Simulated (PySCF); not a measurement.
CF₃, SMILES F[C](F)F (connectivity only; charge and spin as stated), charge +1, multiplicity 1. Atoms are numbered in the order given.

```xyz
4

F     -1.2383     0.0000     0.0000
C      0.0000     0.0000     0.0000
F      0.6192    -1.0724     0.0000
F      0.6192     1.0724     0.0000
```
Charge +1, spin multiplicity 1.

Geometry optimised at TPSSh-D3(BJ)/def2-TZVP. The multiplicity is an assumed one; other spin states were not compared. The isomer is the one that the SMILES or the coordinates give; other isomers of the formula were not compared.

Two levels are set side by side: PBE/pcSseg-2 (PySCF) and KT2/pcSseg-2 (PySCF). GIAO shifts against CFCl3 (¹⁹F), TMS (¹³C) at the same level; non-relativistic, no solvent, atoms listed together averaged. Differences are taken from unrounded values.

```csv
quantity,KT2,PBE,PBE minus KT2
"δ(¹⁹F) of F1, F3, F4 (ppm)",12.0,30.8,18.8
δ(¹³C) of C2 (ppm),162.4,168.9,6.5
```

Rough cost on one machine, each run with all the roots and properties that it gave: KT2 against PBE within a factor of 2.
